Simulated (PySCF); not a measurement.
Correlation energy of I⁺ (iodine, charge +1)

[Kr] 4d10 5s2 5p4, high-spin 3P determinant. Computed with PySCF 2.14 in aug-cc-pVDZ-PP with ECP28MDF (5s4p3d, 32 functions), with scalar relativity through the core potential. Frozen: 4s2 4p6 4d10; 6 electrons correlated.

```json
{"level": "CCSD", "correlation energy (mhartree)": "-75.55"}
{"level": "(T)", "correlation energy (mhartree)": "-0.96"}
{"level": "CCSD(T)", "correlation energy (mhartree)": "-76.51"}
{"level": "CCSDT", "correlation energy (mhartree)": "-76.72"}
```

Diagnostics: T1 = 0.0072, D1 = 0.0219, largest double amplitude 0.040.

Is a single reference adequate?

Yes, within this model without spin-orbit coupling: T1 lies below 0.03 and no double amplitude reaches 0.07.
